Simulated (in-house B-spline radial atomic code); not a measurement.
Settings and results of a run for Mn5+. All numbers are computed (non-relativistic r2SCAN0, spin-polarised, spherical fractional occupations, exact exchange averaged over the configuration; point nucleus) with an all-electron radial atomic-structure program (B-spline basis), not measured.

Command:
```bash
python run_scf.py task.json out
```
Settings:
```
Z                25
configuration    [Ar] 3d2
hamiltonian      nr
method           r2scan0
spin_polarised   True
exact_exchange   averaged over the configuration
```

Output (hartree, bohr):
```
 radial grid: 45 intervals, B-splines of order 8, outer radius 12.1053 bohr

 iter        energy (Eh)    residual
    1       -1144.231278    4.77e-02
    2       -1144.235415    1.66e-03
    3       -1144.235422    8.33e-04
    4       -1144.235423    4.25e-04
    5       -1144.235424    3.62e-05
    6       -1144.235424    7.66e-06
    7       -1144.235424    1.78e-06
    8       -1144.235424    2.60e-07
    9       -1144.235424    2.59e-09

 total energy                     -1144.23542
 kinetic                            1143.4505
 electron-nucleus                  -2657.1025
 Hartree                             418.6249
 exact exchange                      -11.9457
 exchange-correlation                -37.2627

 orbital      occ     eigenvalue          <r>       <r^2>       <1/r>     <1/r^3>       <r^4>       r_max
 1s up      1.000      -239.5636    0.0615717  0.00508553      24.515           - 6.61973e-05     0.04055
 1s down    1.000      -239.5641    0.0615716  0.00508548      24.515           - 6.61927e-05     0.04055
 2s up      1.000       -30.9412     0.281608   0.0935828     5.24075           -   0.0152868      0.2349
 2s down    1.000       -30.8745     0.281142   0.0932433     5.24936           -    0.015155      0.2347
 2p up      3.000       -26.9024     0.248074   0.0755744     5.16997     403.969   0.0116082      0.1897
 2p down    3.000       -26.8479     0.247527   0.0751958      5.1784     405.356   0.0114648      0.1895
 3s up      1.000        -6.3504     0.826002    0.780803     1.70314           -    0.947602      0.7301
 3s down    1.000        -6.2047     0.829437    0.787549     1.69302           -    0.966762      0.7313
 3p up      3.000        -5.1255     0.852393    0.844067     1.59892     54.9584     1.16443      0.7365
 3p down    3.000        -4.9697     0.857177    0.853867     1.58733      53.895     1.19556      0.7385
 3d up      2.000        -3.2092     0.898971    0.974542     1.38201      5.9805     1.83279      0.6962
```

Cost of the run: 0.36 s on 1 thread of Arm Neoverse V1, on a shared host.
